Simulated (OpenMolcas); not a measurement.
Bi: from CASSCF to CASPT2

```
Program             : OpenMolcas 26.06
Basis               : ANO-RCC-VTZP [8s7p5d3f2g]
Scalar Hamiltonian  : DKH2, point nucleus
Active space        : 3 electrons in 3 orbitals (6p)
State averaging     : 2S+1 = 4 odd, 1 root; 2S+1 = 2 odd, 8 roots
Spin-orbit coupling : state interaction with AMFI integrals over the reference wave functions, term energies averaged over their components
```

Methods on the same reference wave functions:
A. CASSCF
B. SS-CASPT2, IPEA 0.25 Eh, imaginary shift 0.1 Eh (closed shells correlated: 5d 6s)
C. XMS-CASPT2, IPEA 0.25 Eh, imaginary shift 0.1 Eh (closed shells correlated: 5d 6s)

Energies in cm⁻¹ above 6s² 6p³ ⁴S°_3/2, the measured ground level; measured values from NIST Handbook of Basic Atomic Spectroscopic Data.

| Level | A | B | C | Measured |
| --- | --- | --- | --- | --- |
| 6s² 6p³ ⁴S°_3/2 [66 %] | 0.0 | 0.0 | 0.0 | 0.0 |
| 6s² 6p³ ²D°_3/2 [64 %] | 12161 | 10770 | 10510 | 11419 |
| 6s² 6p³ ²D°_5/2 | 16434 | 14700 | 14310 | 15438 |
| 6s² 6p³ ²P°_1/2 | 24634 | 21700 | 20770 | 21661 |
| 6s² 6p³ ²P°_3/2 [66 %] | 32792 | 30410 | 29730 | 33165 |

Deviations, from unrounded energies. A percentage is the sum of absolute deviations over the sum of measured energies, with the sign that they share, or ± where signs differ.

```csv
Against measurement,Levels,A,B,C
mean absolute deviation (cm-1),4,1300,1000,1600
other terms of the ground configuration (%),4,±6.2,±5.1,-7.8
```

B lies closest to measurement on these levels and C furthest from it. The largest miss of B in the table is 6s² 6p³ ²P°_3/2 [66 %], by -2800 cm-1. The ranking rests on the paired levels alone, and a cruder setting can come out closer through cancelling errors.

Between B and C the level of the table that moves most is 6s² 6p³ ²P°_1/2, by 930 cm-1 (lowest in C, highest in B). Moves below CASPT2's spread within the term are not significant.

The mean deviations of B to C differ by less than CASPT2's widest spread within a term (2000 cm-1), so their order carries little weight.

From A to B the spin-free energies of the other terms of 6s² 6p³ shown, above ⁴S°, scale by factors of 0.79 to 0.82.

The lowest spin-free term lies below A's lowest term by 0.482 hartree in B, 0.482 hartree in C.

CASPT2 does not keep the components of a term degenerate, so their means are used; among the terms shown or strongly mixed into the levels shown the widest spread is 2000 cm-1 (6s² 6p³ ²D°, C). Spin-orbit splittings of 6p shells tend to come out small when the coupling is added on scalar orbitals. With the s shell closed, the reference lacks s² → p² mixing. Measured partners are found by configuration, term and J. A level has none where our copy of the source lacks it or the pairing is in doubt (some pairs that miss far off the trend of their configuration count as doubtful), and it then counts in no deviation. Levels of configurations outside the active space are missing.

A share in square brackets marks a mixed level and gives the weight of the term that names it, the lowest over the columns. ° marks odd parity.
